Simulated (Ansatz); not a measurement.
Consider the substitution at a C–Ga bond: `[CH3][Ga]([NH2])[CH2]F` + `[NH2][Al]([OH])[F]` → `C[NH][Al]([OH])[F]` + `[NH2][GaH][CH2]F`.

Isolated molecules relaxed with PBE0-D4/def2-TZVP in Ansatz; ΔE leaves out vibrations. CBS: MP2 limit from def2 TZ/QZ plus the TZ coupled-cluster correction, frozen cores. DFT in def2-TZVPP. For Ga outer-core shells are correlated without core-valence functions, which leaves a few kJ/mol of doubt a bond. Scalar relativity is left out up to krypton. One conformer a species, not always the lowest.

`[CH3][Ga]([NH2])[CH2]F`:

Z-matrix (Å, degrees):
```
C
Ga 1 1.958
H 1 1.092 2 110.2
H 1 1.091 2 111.7 3 -121.0
H 1 1.092 2 110.2 3 118.1
N 2 1.821 1 119.6 3 121.6
C 2 1.993 1 125.0 3 -58.4
H 6 1.006 2 124.9 1 179.9
H 6 1.006 2 123.7 1 -0.0
F 7 1.397 2 110.8 1 -0.0
H 7 1.096 2 111.8 1 -120.1
H 7 1.095 2 111.7 1 120.1
```

`[NH2][Al]([OH])[F]`:

Cartesian coordinates in Å:
```
N 0.805 -0.055 0.914
Al -0.652 0.027 -0.060
O -0.686 0.071 -1.745
F -2.101 0.066 0.716
H 0.803 -0.080 1.920
H 1.746 -0.084 0.562
H 0.085 0.055 -2.307
```

`C[NH][Al]([OH])[F]`:

Cartesian coordinates in Å:
```
C -0.899 -0.238 -1.232
N -0.822 0.108 0.173
Al 0.617 0.243 1.163
O 2.128 -0.049 0.472
F 0.473 0.654 2.754
H 0.104 -0.414 -1.627
H -1.480 -1.152 -1.402
H -1.348 0.562 -1.832
H -1.728 0.281 0.580
H 2.953 0.006 0.950
```

`[NH2][GaH][CH2]F`:

```xyz
9

N     1.405   -0.925   -0.673
Ga    0.017   -0.622    0.458
C    -1.001    1.062    0.171
F    -2.039    1.188    1.091
H     1.687   -0.312   -1.419
H     1.993   -1.740   -0.624
H    -0.270   -1.689    1.558
H    -1.437    1.097   -0.834
H    -0.354    1.941    0.271
```

CCSD(T)/CBS gives +19.3 kcal/mol.

**Question.** Another level gave +18.2 kcal/mol. Which?
A. SCS-MP2/def2-TZVPP
B. PBE0/def2-TZVPP
C. HF/def2-TZVPP
D. MP2/def2-TZVPP

**Answer.** A. SCS-MP2/def2-TZVPP 18.2, PBE0 17.1, HF/def2-TZVPP 15.5, MP2/def2-TZVPP 19.7 kcal/mol.

Largest T1 diagnostic among the species: 0.013.

In def2-TZVPP, CCSD(T) changes the Hartree–Fock value by +2.9 kcal/mol (the triples alone add +0.2 kcal/mol) and MP2 by +4.2 kcal/mol.
